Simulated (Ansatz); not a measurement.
Species: HSiO, charge 0, doublet. HSiO (SMILES O=[SiH], doublet).
B3LYP-D3(BJ)/def2-TZVP minimum from Ansatz (a program for electronic structure):
```xyz
3

Si    -0.0147    -0.5041    -0.0112
O     -0.1485     1.0191     0.0164
H      1.3936    -1.0954     0.0249
```
Charge 0, spin multiplicity 2.

Total energies in aug-cc-pV(T+d)Z, 11 correlated electrons, 6 frozen orbitals. Radicals and triplets start from unrestricted determinants; spin-orbit coupling is neglected. Cores are frozen in correlated methods. No relativity.

```tsv
method	program	energy (Eh)	minus CCSDT(Q) (mEh)
HF	Ansatz	-364.37532	373.29
MP2	Ansatz	-364.72260	26.01
CCSD	Ansatz	-364.72795	20.65
CCSD(T)	Ansatz	-364.74630	2.30
CCSDT(Q)	Ansatz	-364.74860	0.00
```

Rough core times of Ansatz's runs on a shared machine: CCSD(T) 90 s, CCSDT(Q) 40 min.
